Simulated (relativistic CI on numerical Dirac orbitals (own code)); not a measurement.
# Pd26+: q coefficients and field-shift factors

Calculated at this level of theory: Dirac-Coulomb-Breit CI, separate exchange-only KLI orbitals for each configuration, derivatives by finite differences, unscaled Slater integrals, QED left out (own radial code, finite nucleus).

Configurations in the expansion (outside the closed core [Ne]): 3s2 3p6 3d2, 3s2 3p5 3d3, 3s 3p6 3d3, 3s2 3p6 3d 4s, 3s2 3p6 3d 4p, 3s2 3p6 4s2. Double excitations out of closed p, d and f shells are left out; levels of such configurations are missing from the list, as are those of other unlisted configurations, and high levels can miss mixing partners.

With x = (α/α₀)² − 1 an excitation energy changes as ω = ω₀ + qx; K = 2q/ω₀ is the relative enhancement. Terms are leading LS components, so labels can repeat. The field-shift factor is F = δν/δ⟨r²⟩ for the transition from the lowest level.

Lowest level 3s2 3p6 3d2 3F_2.

```tsv
Level	ω₀ (cm⁻¹)	q (cm⁻¹)	K	F (GHz/fm²)
3s2 3p6 3d2 3F_3	47038	52980	2.25	0.358
3s2 3p6 3d2 3P_0	82147	14710	0.358	0.027
3s2 3p6 3d2 3F_4	83496	77910	1.87	0.536
3s2 3p6 3d2 1D_2	96033	50190	1.05	0.26
3s2 3p6 3d2 3P_1	110259	54810	0.994	0.249
3s2 3p6 3d2 1G_4	151942	84300	1.11	0.628
3s2 3p6 3d2 3P_2	160597	109900	1.37	0.645
3s2 3p6 3d2 1S_0	292237	94760	0.649	0.995
3s2 3p5 3d3 5F°_2	1109206	50180	0.0905	2.26
3s2 3p5 3d3 5D°_1	1112563	54050	0.0972	2.17
3s2 3p5 3d3 5D°_0	1123504	65900	0.117	2.19
3s2 3p5 3d3 5F°_3	1125244	79070	0.141	2.52
3s2 3p5 3d3 5F°_4	1145519	98650	0.172	2.7
3s2 3p5 3d3 5S°_2	1151624	100400	0.174	2.38
3s2 3p5 3d3 3F°_2	1170758	91260	0.156	2.35
3s2 3p5 3d3 5D°_3	1171465	73020	0.125	2.23
3s2 3p5 3d3 5F°_5	1171668	108000	0.184	2.78
3s2 3p5 3d3 5D°_1	1175037	101700	0.173	2.08
3s2 3p5 3d3 5D°_4	1184284	108900	0.184	2.52
3s2 3p5 3d3 5G°_6	1199286	106000	0.177	2.83
3s2 3p5 3d3 3G°_3	1200115	73570	0.123	2.52
3s2 3p5 3d3 3G°_4	1218894	98640	0.162	2.6
3s2 3p5 3d3 3D°_2	1231891	119700	0.194	2.82
```

At this charge energies of transitions that change n are usually good to better than 1 %, and those within a shell (Δn = 0) to a few per cent. Terms inside the open d or f shell come out 10 to 20 % too wide with unscaled integrals.
